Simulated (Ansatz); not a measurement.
Cost and result for the atomization energy of CH5F2NOSi (`N[C@@H](F)[Si@@H](O)F`) (11 atoms, 10 bonds).

Z-matrix (Å, degrees):
```
C
F 1 1.431
Si 1 1.887 2 105.8
N 1 1.397 2 113.5 3 122.5
H 1 1.094 2 104.6 3 -118.0
O 3 1.632 1 105.1 2 85.9
F 3 1.595 1 109.0 2 -155.3
H 3 1.479 1 113.4 2 -36.9
H 4 1.010 1 114.5 2 62.6
H 4 1.010 1 114.0 2 -67.3
H 6 0.957 3 119.9 1 -164.0
```

Total charge 0; spin multiplicity 1. Geometry: relaxed with PBE0-D4/def2-TZVP. It is one conformer, not always the lowest. Program: Ansatz. All runs use 4 threads of an Arm Neoverse V1 on a shared host. Times are those of one run each, without the atoms' runs, and a repeat can differ threefold. Electronic energies, without spin–orbit coupling; frozen cores. CCSD(T)/CBS adds CCSD(T) − MP2 in def2-TZVPP to the MP2 limit, and its time is that of the two runs behind it. T1 = 0.012. B3LYP takes the VWN-RPA correlation (the form of Gaussian; ORCA's B3LYP/G).

CCSD(T)/CBS is a level of theory with its own doubt, some kJ/mol a heavy atom from the limit and from the frozen cores, so smaller differences don't rank the functionals.

```
                             level  functions  wall time
   PBE-D4/def2-TZVPP (with forces)        267      2.9 s
                PBE0-D4/def2-TZVPP        267      3.2 s
 B3LYP-D4/def2-TZVPP (with forces)        267        5 s
r2SCAN-D4/def2-TZVPP (with forces)        267      5.5 s
                 B2PLYP/def2-TZVPP        267        6 s
                ωB97X-V/def2-TZVPP        267      8.5 s
  ωB97M-V/def2-TZVPP (with forces)        267       13 s
                    MP2/def2-QZVPP        505       25 s
                CCSD(T)/def2-TZVPP        267    4.9 min
                 CCSD(T)/CBS(def2)          –    5.3 min
```

Task: What atomization energy does each give, and how far from CCSD(T)/CBS? (An estimate is asked.)

Result: Ansatz gave: 
```tsv
level	atomization (kcal/mol)	difference from CCSD(T)/CBS	per bond
PBE-D4/def2-TZVPP (with forces)	1028.7	19.2	1.9
PBE0-D4/def2-TZVPP	1000.8	-8.7	-0.9
B3LYP-D4/def2-TZVPP (with forces)	1004.5	-5.0	-0.5
r2SCAN-D4/def2-TZVPP (with forces)	1006.1	-3.4	-0.3
B2PLYP/def2-TZVPP	995.6	-13.9	-1.4
ωB97X-V/def2-TZVPP	1010.7	1.2	0.1
ωB97M-V/def2-TZVPP (with forces)	1010.8	1.3	0.1
MP2/def2-QZVPP	1023.8	14.3	1.4
CCSD(T)/def2-TZVPP	976.9	-32.6	-3.3
CCSD(T)/CBS(def2)	1009.5	0.0	0.0
```

From PBE to PBE0 (25 % exact exchange), in def2-TZVPP and without D4, the atomization energy moves by −27.1 kcal/mol: exact exchange takes away binding that semilocal exchange gives to molecules. The D4 term adds +8.3 kcal/mol with B3LYP and +4.3 kcal/mol with PBE0; it sums over pairs of atoms, weighted by their polarisabilities, and B3LYP, whose exchange is more repulsive, gets the larger term. In def2-TZVPP, CCSD(T) changes the Hartree–Fock value by +275.7 kcal/mol (the triples alone add +16.6 kcal/mol) and MP2 by +303.0 kcal/mol; breaking electron pairs costs correlation energy, which Hartree–Fock lacks.
